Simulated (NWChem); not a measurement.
GaHOClF; SMILES [OH][Ga]([F])[Cl]

```xyz
5

Ga     0.0087    -0.2874     0.0000
F     -1.5110    -1.1426     0.0000
Cl    -0.0071     1.8253     0.0000
O      1.5103    -1.2092     0.0000
H      1.3680    -2.1630     0.0000
```
Atoms are numbered in this order, from 1.

Results from NWChem. Pople sets run with spherical d functions. All runs use the structure optimised with PBE0/def2-SVP. LC-ωPBE (HJS hole) with 6-31G*; x = 1 − exp(−ω/0.25 bohr⁻¹) is a scale chosen for this fit.

```csv
row,x,−ε(HOMO) (eV)
ω = 0.20,0.551,10.57
ω = 0.25,0.632,11.11
ω = 0.40,0.798,withheld
ω = 0.50,0.865,12.94
```

Q: Fit a straight line of the last column on the one before it, predict the withheld value, and compare with the run.

A: 
1. Means of the 3 shown rows: x = 0.6827, y = 11.540. Slope Σ(x − x̄)(y − ȳ)/Σ(x − x̄)² = 0.4048/0.05315 = 7.616; intercept 6.341.
2. The shown rows scatter about the line by 0.032 (root mean square); the largest residual is -0.04, at ω = 0.25.
3. At x = 0.798 (ω = 0.40; inside the shown range) the line gives 12.42.
4. The run gives 12.37, -0.05 from the line, 1.5 times the scatter.
